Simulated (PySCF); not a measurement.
A structure optimised at PBE0-D3(BJ)/def2-SVP, used in a PySCF frequency run:

```xyz
7

Cl     3.5966     0.3827     0.0000
C      2.3274    -0.7888     0.0000
C      1.0574    -0.4765     0.0000
C     -0.2109    -0.1747     0.0000
Br    -1.1838     0.0566    -1.5957
Br    -1.1838     0.0566     1.5957
H      2.6807    -1.8251     0.0000
```

Question: Write its SMILES, formula and point group.

Answer: ClC=C=C(Br)Br, C3HBr2Cl, Cs

Question: What are its rotational constants (standard atomic weights)?

Answer: 1.1851, 0.64257, 0.43052 GHz
